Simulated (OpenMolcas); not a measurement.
**Nd⁴⁺: from CASSCF to CASPT2**

- Program: OpenMolcas
- Basis: ANO-RCC-VQZP [9s8p6d4f3g2h]
- Scalar Hamiltonian: DKH2, point nucleus
- Active space: 2 electrons in 7 orbitals (4f)
- State averaging: 2S+1 = 3 even, 21 roots; 2S+1 = 1 even, 28 roots
- Spin-orbit coupling: RASSI with atomic mean-field integrals over the reference wave functions, term energies averaged over their components

Methods on the same reference wave functions:
A. CASSCF
B. SS-CASPT2, IPEA 0.25 Eh, imaginary shift 0.1 Eh (closed shells correlated: 5s 5p)

Energies in eV above 4f² ³H₄, the measured ground level; measured values from the list in Carvajal Gallego et al., Mon. Not. R. Astron. Soc. 518, 332 (2023).

```json
{"Level": "4f² ³H₄", "A": "0.0000", "B": "0.0000", "Measured": "0.0000"}
{"Level": "4f² ³H₅", "A": "0.3687", "B": "0.372", "Measured": "0.3514"}
{"Level": "4f² ³H₆", "A": "0.7536", "B": "0.756", "Measured": "0.7121"}
{"Level": "4f² ³F₂", "A": "0.9622", "B": "0.796", "Measured": "0.7307"}
{"Level": "4f² ³F₃", "A": "1.2011", "B": "1.040", "Measured": "0.9652"}
{"Level": "4f² ¹D₂", "A": "3.3341", "B": "2.886", "Measured": "2.5480"}
{"Level": "4f² ¹I₆", "A": "3.9875", "B": "3.696", "Measured": "3.2345"}
{"Level": "4f² ³P₀", "A": "4.1465", "B": "3.592", "Measured": "3.1059"}
{"Level": "4f² ³P₁", "A": "4.2533", "B": "3.707", "Measured": "3.2103"}
{"Level": "4f² ³P₂", "A": "4.4556", "B": "3.917", "Measured": "3.4069"}
{"Level": "4f² ¹S₀", "A": "9.0932", "B": "7.719", "Measured": ""}
```

Deviations, from unrounded energies. A percentage is the sum of absolute deviations over the sum of measured energies, with the sign that they share, or ± where signs differ.

```csv
Against measurement,Levels,A,B
mean absolute deviation (cm-1),9,4700,2200
fine structure of the ground term (%),2,+5.5,+6.1
other terms of the ground configuration (%),7,+29.9,+14.1
```

B lies closest to measurement on these levels. The largest miss of B in the table is 4f² ³P₂, by +4100 cm-1. The ranking rests on the paired levels alone, and a cruder setting can come out closer through cancelling errors.

From A to B the spin-free energies of the other terms of 4f² shown, above ³H, scale by factors of 0.80 to 0.92, as is usual when dynamic correlation screens the repulsion within a d or f shell.

The lowest spin-free term lies below A's lowest term by 0.256 hartree in B.

Term energies are means over components that CASPT2 splits; among the terms shown or strongly mixed into the levels shown the widest spread is 820 cm-1 (4f² ¹I, B). Without dynamic correlation excited terms often stand tens of per cent too high (terms of higher spin than the ground term too low), and those without a measured partner can miss by more than the paired ones (holds for A). Some levels mix across a computed gap that differs much from the measured one, so their mixing is not that of the real levels (holds for A). The CASPT2 spread within a term exceeds the gap to the next term for 4f² ¹I and 4f² ³P, so the order of their levels is uncertain (holds for B). Some terms miss by over 15 % even with CASPT2, which points to a basis or an active space too small for the shells correlated (holds for B). Measured partners are found by configuration, term and J. A level has none where our copy of the source lacks it or the pairing is in doubt (some pairs that miss far off the trend of their configuration count as doubtful), and it then counts in no deviation. Only configurations of the active space appear. Levels that lie high or do not pair safely by name in every column are left out.
